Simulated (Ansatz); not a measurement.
Reaction (cleavage of the Si–P bond): `[SiH3]P` + `C[AsH]C` → `C[As](C)[SiH3]` + PH₃

Computed with Ansatz on PBE0-D4/def2-TZVP structures; ΔE is electronic, products minus reactants. CCSD(T)/CBS is the MP2 limit (def2-TZVPP, def2-QZVPP) plus CCSD(T) − MP2 in def2-TZVPP, frozen cores. This one scheme is used for every species. For As outer-core shells are correlated without core-valence functions, which leaves a few kJ/mol of doubt a bond. Scalar relativity is left out up to krypton.

```json
{"species": "`[SiH3]P`", "MP2/def2-TZVPP energy (Eh)": "-632.89152"}
{"species": "`C[AsH]C`", "MP2/def2-TZVPP energy (Eh)": "-2314.67628"}
{"species": "`C[As](C)[SiH3]`", "MP2/def2-TZVPP energy (Eh)": "-2604.91769"}
{"species": "PH₃", "MP2/def2-TZVPP energy (Eh)": "-342.65419"}
```

(1) Work out ΔE.

Largest T1 diagnostic among the species: 0.013.

Results:

(1) ΔE = (-2604.91769) + (-342.65419) − (-632.89152) − (-2314.67628) = -0.00408 Eh = -10.7 kJ/mol. CCSD(T)/CBS gives -8.4 kJ/mol.

Leaving LDA and LC-ωPBE aside and taking each functional with its dispersion term where it has one, the values, not all of them listed here, spread over 9.9 kJ/mol, from BLYP-D4 to B97M-V. In def2-TZVPP, CCSD(T) changes the Hartree–Fock value by −7.6 kJ/mol (the triples alone add −1.3 kJ/mol) and MP2 by −9.9 kJ/mol. The D4 term adds −6.4 kJ/mol with B3LYP and −3.8 kJ/mol with PBE0; it sums over pairs of atoms, weighted by their polarisabilities, and B3LYP, whose exchange is more repulsive, gets the larger term.

B3LYP here is the variant with VWN-RPA as its local correlation; programs differ in this.
